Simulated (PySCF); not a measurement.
CH2F, SMILES [CH2]F (connectivity only; charge and spin as stated), charge +1, multiplicity 1. Geometry: PBE-D3(BJ)/def2-TZVPD. The spin state was assumed, not searched. The isomer is the one that the SMILES or the coordinates give; other isomers of the formula were not compared.

Method: PySCF 2.14.0 with PBE-D3(BJ)/def2-TZVPD.

Harmonic wavenumbers (cm⁻¹): 1205, 1237, 1398, 1538, 2949, 3114. Rotational constants (GHz): 257.8, 35.24, 31.00; symmetry number 2.

Problem. Work out the zero-point energy and the ideal-gas rigid-rotor harmonic-oscillator thermochemistry at 298.15 K and 1 atm.

Solution. ZPE = ½ Σ hcν = ½ × 11441 cm⁻¹ = 68.43 kJ/mol. H − E(el) = 78.46 kJ/mol. Entropy in J/(mol K): translation 152.36, rotation 68.23, vibration 0.44, total 221.03. G − E(el) = 12.56 kJ/mol. Cp = 35.58 J/(mol K).
